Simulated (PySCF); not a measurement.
Simulation results for CH$_{6}$AlO, BFH$_{5}$Si

All values are calculated (PySCF 2.14.0). Calculation on a computer-drawn molecule: optimised geometry and harmonic frequencies of an isolated molecule of the commonest isotopes, restricted reference for singlets and unrestricted otherwise, frozen core in MP2.

Common to all runs: charge -1; multiplicity 1; method HF; basis aug-cc-pV(D+d)Z.

(1) CH$_{6}$AlO

Start structure:
```xyz
9
CH6AlO
O     -0.8488     0.7106     0.9101
C     -0.2941    -0.5690     1.0169
Al     1.7209    -1.1478     1.0863
H     -1.7705     0.6887     0.9101
H     -0.7272    -1.2235     0.2524
H     -0.7727    -1.0205     1.9853
H      2.4276    -0.8106    -0.2944
H      2.5008    -0.4821     2.3273
H      1.5451    -2.7423     1.3394
```

It finds rotational constants 25.91, 4.364, 4.048 GHz; total energy -358.1441 hartree; convergence status largest gradient component 2.04e-05 hartree/bohr.

Drawn bonds:
```csv
atom,other atom,order
1,2,1
2,3,1
1,4,1
2,5,1
2,6,1
3,7,1
3,8,1
3,9,1
```

Optimised structure:
```xyz
9
CH6AlO
O     -0.6639     0.6922     0.8890
C     -0.3618    -0.7108     1.0651
Al     1.6388    -1.1453     1.0977
H     -1.5976     0.8109     0.8864
H     -0.8507    -1.2787     0.2570
H     -0.8300    -1.0553     2.0015
H      2.3532    -0.7352    -0.3239
H      2.3839    -0.3909     2.3528
H      1.7092    -2.7835     1.3077
```

Modes:
```csv
frequency (cm⁻¹),reduced mass (dalton)
136.2,1.262
216.5,3.307
287.3,1.068
460.8,1.078
484,2.071
614.2,1.75
756.1,1.257
815,1.057
820.7,1.133
830,1.117
1050,9.054
1233,1.05
1317,1.108
1425,1.349
1561,1.075
1646,1.047
1674,1.049
1752,1.017
3049,1.054
3072,1.104
4159,1.067
```

(2) BFH$_{5}$Si

Start structure:
```xyz
8
BFH5Si
B     -0.3084    -1.0197    -1.5058
Si     0.6801     0.1900    -0.2396
F      1.4116    -0.5782     1.0652
H     -1.3245    -1.4573    -0.9182
H     -0.8349    -0.3496    -2.3459
H      0.3198    -1.8994    -1.9363
H      1.9180     0.8589    -0.7278
H      0.0956     1.3803     0.5055
```

It finds rotational constants 20.26, 5.684, 4.855 GHz; total energy -416.0481 hartree; convergence status largest gradient component 1.41e-05 hartree/bohr.

Drawn bonds:
```csv
atom,other atom,order
1,2,1
2,3,1
1,4,1
1,5,1
1,6,1
2,7,1
2,8,1
```

Optimised structure:
```xyz
8
BFH5Si
B     -0.3651    -1.0006    -1.4600
Si     0.7245     0.1615    -0.2195
F      1.4009    -0.5907     1.0969
H     -1.3244    -1.4820    -0.8466
H     -0.7620    -0.2344    -2.3543
H      0.3523    -1.8869    -1.9379
H      1.9293     0.8455    -0.8194
H      0.0019     1.3126     0.4380
```

Modes:
```csv
frequency (cm⁻¹),reduced mass (dalton)
166.7,1.136
198.3,2.87
394.3,1.074
540.8,2.713
682.6,1.666
772.5,11.62
773.2,1.361
846.5,1.127
971.6,1.152
1046,1.069
1140,1.269
1217,1.057
1225,1.059
2108,1.046
2146,1.031
2329,1.085
2370,1.107
2372,1.047
```
